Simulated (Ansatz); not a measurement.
Basis-set extrapolation for ClH7N2OSi2 (`N[Si@@H](O)[Si@@H](N)Cl`) (PBE0-D4/def2-TZVP geometry, frozen core, Ansatz). Multiplicity 1, RHF reference.

|  | def2-TZVPP | def2-QZVPP |
| --- | --- | --- |
| HF | -1225.500382 | -1225.540924 |
| MP2 correlation | -1.098256 | -1.188891 |
| CCSD(T) correlation | -1.197206 | not run |

Energies in hartree. Use E(X) = E(∞) + A·exp(−7.88·√X) for Hartree–Fock and E(X) = E(∞) + B·X^(−2.97) for correlation, with X = 3 and 4, and add CCSD(T) minus MP2 of the smaller set to the MP2 limit.

**Question.** What is the CCSD(T) energy at the basis-set limit?

**Answer.** HF limit: -1225.540924 + (-0.040542) × 0.13774 = -1225.54651. MP2 limit: -1.188891 + (-0.090635) × 0.74074 = -1.25603. Higher-order term: -1.197206 − (-1.098256) = -0.09895. Total: -1226.90149 hartree, 535.3 kJ/mol below CCSD(T)/def2-TZVPP.
